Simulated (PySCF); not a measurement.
C2H6BCl3Te.
SMILES: `C[Te+](C)[B-](Cl)(Cl)Cl`

Method used: PySCF, PBE0-D3(BJ)/def2-SVP geometry optimisation, gas phase, def2 core potentials past Kr.

Take the most abundant isotopes and a rigid rotor. 

(1) Give the principal moments of inertia and the rotational constants in cm⁻¹.

(2) What kind of rotor is it?

(3) Is it planar, by Δ = Ic − Ia − Ib?

(4) Give the other two planar moments, Paa and Pbb, and the rms extents of the mass along the axes.

(5) Give the coordinates in the principal-axis frame, origin at the centre of mass.

(6) List the rotational levels J(Ka,Kc) to J = 2 (cm⁻¹).

(7) Which types of transition are allowed, and where do some lines up to J = 3 fall?

## Answers

(1) Ia = 458.50, Ib = 759.36, Ic = 794.96 u·Å²; 505379 MHz·u·Å²/I gives 1102, 665.5 and 635.7 MHz, that is A = 0.03677, B = 0.02220, C = 0.02121 cm⁻¹.

(2) An asymmetric top: κ = (2 × 665.5 − 1102 − 635.7)/(1102 − 635.7) = -0.87.

(3) Not planar: Δ = Ic − Ia − Ib = -422.89 u·Å². For a rigid frame Δ = −2 Σ m c², so Σ m c² = 211.44 u·Å² lies off the ab plane: 11.00 from hydrogen and 200.45 from heavier atoms. The atom farthest from that plane is 1.94 Å away.

(4) Paa = Σ m a² = (Ib + Ic − Ia)/2 = 547.91 and Pbb = Σ m b² = (Ia + Ic − Ib)/2 = 247.05 u·Å². With the mass M = 275.87 u, the rms extents √(P/M) along a, b and c are 1.41, 0.95, 0.88 Å.

(5) The sense of each axis is arbitrary; atoms in the order of the calculation.
```
atom  mass (u)   a (Å)   b (Å)   c (Å)
  C1    12.000   1.567   1.574  -1.023
 Te2   129.906   1.097   0.003   0.342
  C3    12.000   1.540  -1.595  -1.002
  B4    11.009  -1.233   0.002  -0.047
 Cl5    34.969  -1.450   0.035  -1.859
 Cl6    34.969  -1.781  -1.553   0.723
 Cl7    34.969  -1.802   1.516   0.784
  H8     1.008   2.649   1.610  -1.203
  H9     1.008   1.220   2.506  -0.561
 H10     1.008   0.999   1.380  -1.942
 H11     1.008   1.190  -2.517  -0.520
 H12     1.008   0.965  -1.410  -1.919
 H13     1.008   2.619  -1.642  -1.194
```

(6) Above 0(0,0):
J = 1: 1(0,1) 0.0434, 1(1,1) 0.0580, 1(1,0) 0.0590
J = 2: 2(0,2) 0.1302, 2(1,2) 0.1438, 2(1,1) 0.1468, 2(2,1) 0.1905, 2(2,0) 0.1905

(7) The dipole components are |μa| = 5.75 D, |μb| = 0.00 D, |μc| = 0.76 D. The squared components, which scale the intensities, stand as 1.00 : 0.00 : 0.02 (a : b : c). Some lines, for components of 0.1 D or more:

```
type  branch         J(Ka,Kc)   MHz  lower level (cm⁻¹)
   c       Q  3(1,3) ← 3(0,3)   369               0.260
   c       Q  2(1,2) ← 2(0,2)   408               0.130
   c       Q  1(1,1) ← 1(0,1)   437               0.043
   c       Q  3(2,2) ← 3(1,2)  1266               0.278
   a       R  1(0,1) ← 0(0,0)  1301               0.000
   c       Q  2(2,1) ← 2(1,1)  1310               0.147
   c       R  1(1,0) ← 0(0,0)  1768               0.000
   c       Q  3(3,1) ← 3(2,1)  2252               0.321
   a       R  2(1,2) ← 1(1,1)  2573               0.058
   a       R  2(0,2) ← 1(0,1)  2601               0.043
   c       R  2(1,1) ← 1(0,1)  3099               0.043
   a       R  3(2,2) ← 2(2,1)  3904               0.190
   c       R  2(2,0) ← 1(1,0)  3944               0.059
   c       R  2(2,1) ← 1(1,1)  3972               0.058
   c       R  3(2,2) ← 2(1,2)  5303               0.144
   c       R  3(3,0) ← 2(2,0)  6161               0.191
```

Whether it is a minimum is left open (no frequencies). No vibrational averaging or centrifugal distortion is included, and the geometry carries the error of its method. A rigid rotor knows nothing of internal rotation, which can split or shift real lines. Quadrupole hyperfine structure (11B, 35Cl) is left out.

Time: 2.0 min wall; peak memory 0.62 GiB. Hardware: one thread of an Arm Neoverse V2, no GPU, shared host. These figures are those of the optimisation.

Shape of the structure used: `[CH3:1][Te+:2]([CH3:3])[B-:4]([Cl:5])([Cl:6])[Cl:7]`: C1–Te2–B4–Cl5 47°.
